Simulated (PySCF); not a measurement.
Species: C8H8P2.
Geometry (PBE0-D3(BJ)/def2-SVP, Å), atoms numbered from 1 in this order:
```xyz
18
C8H8P2 angstrom
C      4.7932   -0.0967   -0.2527
C      3.5852   -0.1991   -0.1577
C      2.1733   -0.3198   -0.0460
P      1.5685   -1.9042    0.3869
C     -0.1437   -1.6756    0.4281
C     -0.9356   -0.5472    0.1912
C     -2.4289   -0.6933    0.3137
C     -0.4097    0.7145   -0.1537
C     -1.3554    1.8629   -0.3851
P      1.2671    1.1425   -0.3578
H      5.8609   -0.0128   -0.3350
H     -0.6873   -2.5920    0.6889
H     -2.7108   -1.7208    0.5773
H     -2.8337   -0.0188    1.0853
H     -2.9351   -0.4308   -0.6290
H     -0.8136    2.7854   -0.6398
H     -2.0564    1.6471   -1.2083
H     -1.9659    2.0684    0.5098
```

All values: PBE0/pcSseg-1 (PySCF, non-relativistic), on one gas-phase PBE0-D3(BJ)/def2-SVP geometry that isn't relaxed in the solvent. The solvent is an IEF-PCM continuum (Bondi radii, 1.10 Å for H, scaled by 1.2). Only the electrostatic response of the medium enters.

Gas phase at PBE0/pcSseg-1: HOMO -6.84 eV, LUMO -2.17 eV, dipole 2.92 D.

Question: What does the continuum do to the energy, the frontier levels and the dipole at PBE0/pcSseg-1 in tetrahydrofuran and dichloromethane?

Answer: 
```tsv
solvent	ε	E(solvent) − E(gas) (kJ/mol)	polarisation term (kJ/mol)	distortion of the solute (kJ/mol)	HOMO (eV)	LUMO (eV)	dipole (D)
tetrahydrofuran	7.426	-18.61	-22.32	3.71	-6.94	-2.23	4.26
dichloromethane	8.93	-19.43	-23.48	4.05	-6.94	-2.23	4.32
```

The polarisation term is half the interaction of the solute with the surface charges that it induces; the rest is the cost of distorting the solute's density. The sum is the electrostatic part of solvation alone. From tetrahydrofuran to dichloromethane the lowering changes by a factor 1.04, Onsager's factor (ε − 1)/(2ε + 1) by 1.04 and ε itself by 1.2.

Question: Which radius a makes the point-dipole formula ΔE = −[(ε − 1)/(2ε + 1)]·μ²/a³ give the value in dichloromethane, with the gas-phase dipole?

Answer: μ = 1.148 au and |ΔE| = 0.00740 Eh give a = 2.23 Å; the farthest nucleus lies 5.87 Å from the centroid of the nuclei, so such a sphere wouldn't even hold the nuclei. The formula assumes a rigid point dipole at the centre of a sphere.

Question: Give the dipole vector in the frame of the coordinates (D, pointing from negative to positive charge), gas and dichloromethane.

Answer: Gas (-2.90, 0.28, 0.10), solvent (-4.30, 0.33, 0.17). Its length changes by +48 % and its direction by 1°.

Question: Which Mulliken charges (PBE0/pcSseg-1) respond most in dichloromethane (means over atoms taken as equivalent)?

Answer: 
| atoms | environment | gas (e) | solvent (e) | change |
| --- | --- | --- | --- | --- |
| P4 | phosphorus bonded to 2 C | +0.559 | +0.522 | -0.037 |
| P10 | phosphorus bonded to 2 C | +0.594 | +0.560 | -0.034 |
| C2 | alkyne carbon | +0.469 | +0.438 | -0.031 |
| H12 | aromatic hydrogen | +0.129 | +0.150 | +0.021 |
| H11 | alkyne hydrogen | +0.067 | +0.087 | +0.020 |
| C1 | terminal alkyne carbon | -0.381 | -0.395 | -0.014 |
| H13/H14/H15 | methyl hydrogen | +0.135 | +0.147 | +0.012 |
| H16/H17/H18 | methyl hydrogen | +0.138 | +0.148 | +0.010 |
| C5 | aromatic CH carbon | -0.338 | -0.328 | +0.010 |
| C6 | substituted aromatic carbon | -0.195 | -0.204 | -0.009 |
| C3 | substituted aromatic carbon | -0.853 | -0.846 | +0.007 |
| C8 | substituted aromatic carbon | -0.540 | -0.537 | +0.003 |

On one thread of an Arm Neoverse V2, on a shared host, this took 46 s and 1.1 GiB of memory at its peak. This is the whole shielding run at PBE0/pcSseg-1 in dichloromethane, SCF included.
